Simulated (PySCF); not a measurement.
Si(CCH)2(F)(OH) (C4H3FOSi), SMILES O[Si](C#C)(F)C#C.

Geometry: r2SCAN-D4/def2-SVP. This is a generated structure with no PubChem entry under its InChIKey; it may be hypothetical. Other conformers were not sampled.

Two levels are set side by side: TDA-PBE/def2-SVPD (PySCF) and TDA-B3LYP/def2-SVPD (PySCF). Vertical, same geometry. The lowest singlet is HOMO−1→LUMO 56 %, HOMO→LUMO+1 43 % with PBE and HOMO→LUMO+1 45 %, HOMO−1→LUMO 44 % with the other functional; states are paired by order. Differences are taken from unrounded values.

| quantity | TDA-B3LYP | TDA-PBE | TDA-PBE minus TDA-B3LYP |
|---|---|---|---|
| lowest singlet excitation (eV) | 5.70 | 5.45 | -0.25 |
| lowest triplet excitation (TDA) (eV) | 4.70 | 4.61 | -0.08 |
| first bright state (f over 0.05) (eV) | 7.14 | 6.24 | -0.89 |
| its oscillator strength | 0.19 | 0.06 | -0.13 |

Functionals without exact exchange tend to place singlet excitations lower, as here. Differences between two approximate levels are no errors against the true value.

Rough cost on one machine, each run with all the roots and properties that it gave: TDA-B3LYP against TDA-PBE within a factor of 2.
